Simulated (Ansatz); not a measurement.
Molecule: MnH (charge 0, septet). The spin state was set by rule; other spins were not relaxed. 
Coordinates optimised at B3LYP-D3(BJ)/def2-TZVP (Ansatz, a quantum-chemistry and plane-wave program):
```
Mn
H 1 1.7521
```
Charge 0, spin multiplicity 7.

Dipole moments at this geometry, in debye (magnitudes).

```csv
level,program,dipole (D)
SVWN5/def2-TZVPD,Ansatz,0.89
BLYP/def2-TZVPD,Ansatz,1.02
B97M-V/def2-TZVPD,Ansatz,1.36
r2SCANh/def2-TZVPD,Ansatz,1.33
r2SCAN0/def2-TZVPD,Ansatz,1.41
HSE06/def2-TZVPD,Ansatz,1.21
LC-wPBE/def2-TZVPD,Ansatz,1.10
wB97M-V/def2-TZVPD,Ansatz,1.15
wB97X-V/def2-TZVPD,Ansatz,___
CCSD(T)/def2-SVPD,Ansatz,___
```

### Question
Fill in the missing entries.

### Answer

- wB97X-V/def2-TZVPD, dipole (D): 1.16
- CCSD(T)/def2-SVPD, dipole (D): 1.33
